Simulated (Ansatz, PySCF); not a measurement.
Pulling on the C4–H5 bond in CH4OPb (SMILES C[O][PbH]) (multiplicity 1 held, fragments rigid). Energies count from the point at 1.096 Å.
Geometry at that point (charge 0, multiplicity 1):
| atom | x (Å) | y (Å) | z (Å) |
|---|---|---|---|
| Pb | -0.1809 | -0.2465 | 0.3404 |
| H | -1.2280 | -0.7418 | -1.1382 |
| O | 1.0053 | 1.0693 | -0.7791 |
| C | 0.8971 | 1.3487 | -2.1557 |
| H | 0.7105 | 2.4184 | -2.3063 |
| H | 1.8370 | 1.1000 | -2.6624 |
| H | 0.0880 | 0.7879 | -2.6394 |

R- and RO- levels are restricted; in cc, def2 and unpolarised 6-31G sets they are followed outwards from rest. U- levels take the lowest unrestricted solution at each point, which mixes spins at long bonds. Curves can end on different states.

Rows in LANL2DZ carry no dispersion term and start afresh at each structure. LANL2DZ brings its own core potentials from Na on.

Codes used: Ansatz (Gaussian orbitals); PySCF for LANL2DZ rows. Values without a source in brackets are computed. In def2 rows elements past Kr take small-core potentials, without spin–orbit coupling.

Task: One of these levels gives 420.3 kJ/mol for the energy at R = 3.508 Å. Name it.
(A) U-PBE/def2-TZVPP
(B) R-r2SCAN/def2-TZVPP
(C) U-HF/LANL2DZ
(D) R-HF/def2-TZVPP

Result: A, U-PBE/def2-TZVPP. The others give 347.9 (U-HF/LANL2DZ), 697.0 (R-HF/def2-TZVPP), 536.1 (R-r2SCAN/def2-TZVPP)

Doubts at one or more of the structures used: a spin-contaminated determinant (U-HF/LANL2DZ, U-PBE/def2-TZVPP); a restricted determinant that unrestricted orbitals would lower (R-HF/def2-TZVPP, R-r2SCAN/def2-TZVPP).

Ansatz is a first-principles code.
